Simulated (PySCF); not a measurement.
# Basis and Hamiltonian dependence of the excitation energy of Se²⁺

Se²⁺ [Ar] 3d10 4s2 4p2 (3P) → Se²⁺ [Ar] 3d10 4s1 4p3 (5S). Calculated with PySCF 2.14 from differences of total energies of unrestricted determinants, without spin-orbit coupling. Values in eV.

| basis | Hamiltonian | functions | UHF | PBE | PBE0 | MP2 (valence) | CCSD(T) (valence) |
| --- | --- | --- | --- | --- | --- | --- | --- |
| aug-cc-pwCVDZ-PP with ECP10MDF | ECP | 48 | 6.351 | 8.993 | 8.504 | 7.234 | n/a |
| x2c-TZVPPall | spin-free X2C | 48 | 6.330 | 8.922 | 8.442 | 7.335 | 7.636 |
| aug-cc-pVQZ-PP with ECP10MDF | ECP | 89 | 6.333 | 8.981 | 8.489 | 7.433 | 7.706 |
| dyall-av2z | non-relativistic | 92 | 5.771 | 8.301 | 7.835 | 6.658 | 7.007 |
| aug-cc-pwCVTZ-PP with ECP10MDF | ECP | 96 | 6.340 | 8.996 | 8.503 | 7.401 | 7.690 |
| x2c-QZVPPall | spin-free X2C | 97 | 6.335 | 8.958 | 8.471 | 7.431 | 7.701 |
| def2-QZVPPD | non-relativistic | 98 | 5.712 | 8.263 | 7.796 | 6.821 | 7.106 |
| x2c-QZVPPall with one added diffuse shell each of s, p, d, f type | spin-free X2C | 113 | 6.335 | 8.958 | 8.471 | 7.432 | n/a |

Task: Estimate the row for aug-cc-pVQZ-DK (spin-free X2C, 93 functions).

Result: From the rows with the same Hamiltonian and similar size; the calculation gives UHF 6.33; PBE 8.95; PBE0 8.46; MP2 (valence) 7.42; CCSD(T) (valence) 7.70 (eV).

Frozen in the all-electron rows: valence: [Ar] 3d10; with a core potential, the same shells as far as they lie outside it.

Non-relativistic rows lack the scalar-relativistic shift.
